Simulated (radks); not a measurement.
Q: Nd, 60 electrons, occupied as [Xe] 4f4 6s1 6p1 (not the ground configuration). All-electron calculation, Dirac Kohn-Sham, PBE, spin-unpolarised, spherical densities, finite nucleus; open shells fill j = l - 1/2 first; Fermi nuclear charge, rms radius 4.9123 fm. Program: a radial shooting solver on a logarithmic mesh with Libxc functionals.

Spin-orbit splittings of the eigenvalues, e(l+1/2) - e(l-1/2), with zeta = 2 splitting/(2l+1) and mean radii in bohr:

| shell | occ. | splitting (eV) | zeta (eV) | <r> j=l-1/2 | <r> j=l+1/2 |
|---|---|---|---|---|---|
| 2p | 6 | 520.1 | 346.7 | 0.08422 | 0.09063 |
| 3p | 6 | ? | ? | 0.2556 | 0.2681 |
| 3d | 10 | 22.44 | 8.977 | 0.2394 | 0.2433 |
| 4p | 6 | 22.50 | 15.00 | 0.6238 | 0.6520 |
| 4d | 10 | 3.973 | 1.589 | 0.7016 | 0.7117 |
| 4f | 4 | 0.4015 | 0.1147 | 1.112 | 1.136 |
| 5p | 6 | 3.021 | 2.014 | 1.665 | 1.756 |
| 6p | 1 | 0.1840 | 0.1227 | 5.715 | 6.000 |

Estimate the 3p splitting.

A: 103.8 eV (zeta = 69.21 eV).
